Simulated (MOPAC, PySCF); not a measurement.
Complex: PH3 (SMILES P) (first 4 atoms) with AsH3 (SMILES [AsH3]); geometry from B3LYP-D3(BJ)/def2-TZVP, rigid monomers moved along the line of their centres of mass till P1···As5 is 3.28 Å.
(charge 0, multiplicity 1):
```json
[
 {"atom": "P", "x (Å)": "-0.5518", "y (Å)": "0.1766", "z (Å)": "0.2743"},
 {"atom": "H", "x (Å)": "0.7162", "y (Å)": "-0.4564", "z (Å)": "0.2556"},
 {"atom": "H", "x (Å)": "-1.2642", "y (Å)": "-1.0484", "z (Å)": "0.2453"},
 {"atom": "H", "x (Å)": "-0.5941", "y (Å)": "0.3428", "z (Å)": "-1.1351"},
 {"atom": "As", "x (Å)": "-0.4591", "y (Å)": "-0.2076", "z (Å)": "3.5275"},
 {"atom": "H", "x (Å)": "-1.8228", "y (Å)": "0.4699", "z (Å)": "3.5654"},
 {"atom": "H", "x (Å)": "0.2745", "y (Å)": "1.1260", "z (Å)": "3.5860"},
 {"atom": "H", "x (Å)": "-0.4240", "y (Å)": "-0.3680", "z (Å)": "5.0457"}
]
```

Monomers are frozen at their geometry in the pair; levels with a basis set take the counterpoise correction. Rows marked so take none.

Rows in 3-21G, 6-31G*, STO-3G carry no dispersion term and start afresh at each structure (6-31G* with six Cartesian d functions); the Pople sets are all-electron and without relativity. The state that PM7 reach isn't checked; PM7 holds dispersion and hydrogen-bond terms.

Programs: MOPAC for PM7 (differences of heats of formation); PySCF for 3-21G rows, 6-31G* rows, STO-3G rows. Values without a source in brackets are computed.

**Question.** One of these levels gives -3.30 kcal/mol for the interaction energy. Which one is it?
A. HF/3-21G (no counterpoise)
B. PM7
C. HF/STO-3G (no counterpoise)
D. M06-2X/6-31G* (no counterpoise)

**Answer.** B, PM7. The others give 1.66 (HF/STO-3G (no counterpoise)), 1.23 (HF/3-21G (no counterpoise)), -1.05 (M06-2X/6-31G* (no counterpoise))
